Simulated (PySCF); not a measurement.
C3H3F3, SMILES F[C@H]1CC1(F)F.

Geometry optimised at PBE0-D3(BJ)/def2-SVP. The structure was generated by enumeration; whether it is a known compound was not checked.

Method: PBE0-D3(BJ)/def2-SVP (PySCF).

Frequencies are harmonic and unscaled.

Computed vibrational spectrum:
```csv
mode,ν (cm⁻¹),IR (km/mol),Raman (Å⁴/amu),depolarisation,moving atoms (share of kinetic energy)
1,190,3.0,0.1,0.73,F 90 %
2,252,3.2,0.3,0.73,"F 65 %, C 23 %, H 12 %"
3,393,1.7,1.1,0.65,"F 67 %, C 20 %, H 14 %"
4,455,2.7,1.3,0.69,"H 43 %, C 29 %, F 28 %"
5,495,11.6,1.8,0.71,"F 62 %, C 31 %"
6,624,7.5,1.7,0.68,"C 54 %, F 27 %, H 19 %"
7,761,24.6,5.9,0.70,"F 41 %, C 33 %, H 25 %"
8,854,15.6,6.0,0.13,"H 39 %, F 31 %, C 30 %"
9,898,8.0,5.3,0.56,"H 59 %, C 24 %, F 17 %"
10,1019,11.3,1.1,0.69,"H 72 %, C 23 %"
11,1028,42.9,4.8,0.59,"C 52 %, H 40 %"
12,1086,50.0,11.3,0.18,"C 72 %, H 22 %"
13,1132,16.8,3.5,0.73,"C 52 %, H 47 %"
14,1223,59.0,3.6,0.74,"H 42 %, C 34 %, F 24 %"
15,1314,189.1,2.0,0.54,"C 59 %, H 28 %, F 14 %"
16,1363,89.8,5.0,0.63,"H 45 %, C 45 %, F 10 %"
17,1384,18.7,3.7,0.71,"H 64 %, C 32 %"
18,1564,122.5,4.2,0.05,"C 83 %, H 11 %"
19,3161,1.7,95.5,0.10,H 95 %
20,3190,6.1,96.9,0.24,"H 92 %, C 8 %"
21,3274,1.9,51.8,0.75,"H 89 %, C 11 %"
```
